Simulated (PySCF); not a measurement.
Compound: C4H12AsB.
Bonds: B1–As2, As2–C3, C3–C4, C3–C5, C3–C6. Hydrogens: H7, H8 on B1; H9 on As2; H10, H11, H12 on C4; H13, H14, H15 on C5; H16, H17, H18 on C6.

Method used: PBE0-D3(BJ)/def2-SVP geometry optimisation, gas phase in PySCF 2.14.0.

Problem. Give the optimised bond lengths and angles.

Solution. 
```
                   bond  length (Å)   order
                 B1–As2       1.965  single
                 As2–C3       2.004  single
    C3–C4, C3–C5, C3–C6       1.526  single
           B1–H7, B1–H8       1.208  single
                 As2–H9       1.517  single
C4–H10 and 8 like bonds       1.102  single
```

Bonds in one row agree within 0.01 Å and their mean is given. Orders are formal, as drawn. A selection of angles:
```
     angle  degrees
 As2–B1–H7    119.1
  H7–B1–H8    119.8
 B1–As2–C3    107.5
 B1–As2–H9    101.6
 C3–As2–H9    100.8
 As2–C3–C4    107.2
 As2–C3–C6    111.4
  C4–C3–C5    110.4
  C5–C3–C6    110.6
 C3–C4–H10    109.9
 C3–C4–H11    111.8
H10–C4–H11    107.9
```

Dihedral angles: B1–As2–C3–C4 -173° (antiperiplanar). The mirror-image conformer, all signs reversed, is as good.

B1 (three-coordinate boron) is almost planar (angles 120.3°, 119.8° and 119.1°, sum 359.2°, 0.07 Å off the plane of its three neighbours). As2 (arsenic bonded to B, C and H) is pyramidal (angles 107.5°, 101.6° and 100.8°, sum 309.9°, 0.76 Å off the plane of its three neighbours). All 3 C–C bonds measure 1.526 to 1.527 Å. Of the pairs four or more bonds apart, H10···H16 is among the closest relative to their van der Waals radii: 2.51 Å, 105 % of the sum of Bondi's values.

Point group: C1 (no symmetry element, even within 0.4 Å). No frequency check. One conformer, not necessarily the lowest (H–B1–As2–C3 150° and -40°).
